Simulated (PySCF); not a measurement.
**Diatomic cations of Sb with the third period**

PBE0 with double-zeta basis sets in PySCF, for the lowest determinant that a PBE0 search found; no spin–orbit coupling. De refers to high-spin ground-configuration atoms (the charge goes to the atom of lower measured ionisation energy or higher electron affinity, which is not always the lowest computed limit). A positive dipole points towards Sb; it is taken about the centre of mass and depends on that origin.

```csv
M,basis,charged atom,state (unpaired electrons),Re (Å),ωe (cm⁻¹),De (eV),μ (D)
Na,cc-pVDZ/cc-pVDZ-PP,Na+,"quartet (σ ↑, π ↑↑)",3.350,104,0.33,-10.74
Mg,x2c-SVPall,Mg+,triplet (π ↑↑),2.764,245,1.67,-8.97
Al,def2-SVPD,Al+,"quartet (σ ↑, π ↑↑)",2.805,187,0.93,-5.77
Si,def2-SVP,Si+,triplet (π ↑↑),2.533,354,2.93,-3.31
Cl,def2-SVP,Sb+,doublet (π ↑),2.275,445,3.48,2.02
```

The shortest bond is that of SbCl⁺ (2.275 Å), the longest that of NaSb⁺ (3.350 Å). SbCl⁺ is bound most strongly (3.48 eV) and NaSb⁺ least (0.33 eV).

The rows differ in basis set, which adds steps of its own.

The state changes along the series, so neighbouring rows are not always alike in their bonding.

Weak bonds: NaSb⁺. Basis-set superposition, not corrected here, can be much of De in a small basis, most of all at correlated wavefunction levels. Spin–orbit coupling is left out, which matters for elements this heavy, above all for dissociation energies. For an ion De counts to the pair picked by the measured ionisation energies or electron affinities, which need not be the lowest pair at this level. States were picked by a PBE0 search and need not be the measured ground states.
